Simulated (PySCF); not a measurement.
**How methods differ on the excitation energy of B**

B [He] 2s2 2p1 (2P) → B [He] 2s1 2p1 3s1 (4P), as a difference of total energies. Calculation: PySCF 2.14, in x2c-TZVPPall with one added diffuse shell each of s, p, d type (6s4p3d1f, 40 functions); the spin-free X2C one-electron Hamiltonian (Gaussian nucleus). Correlated levels: valence and next inner shell: nothing frozen. The calculations carry no spin-orbit coupling.

```json
{"method": "UHF", "excitation energy (eV)": "8.020"}
{"method": "MP2 (valence and next inner shell)", "excitation energy (eV)": "9.065"}
{"method": "SCS-MP2 (valence and next inner shell)", "excitation energy (eV)": "9.327"}
{"method": "CCSD (valence and next inner shell)", "excitation energy (eV)": "9.505"}
{"method": "CCSD(T) (valence and next inner shell)", "excitation energy (eV)": "9.542"}
```

Q: How much does correlation contribute at CCSD(T) (valence and next inner shell)?

A: 9.542 − (8.020) = 1.522 eV, measured against UHF.

The upper state lies above the first ionisation limit, but in LS coupling its spin forbids autoionisation to the ground ion. A Rydberg-like electron needs more diffuse functions than a valence basis has.

The promoted electron is Rydberg-like, and one or two diffuse shells describe it only roughly, which tends to raise the upper state.
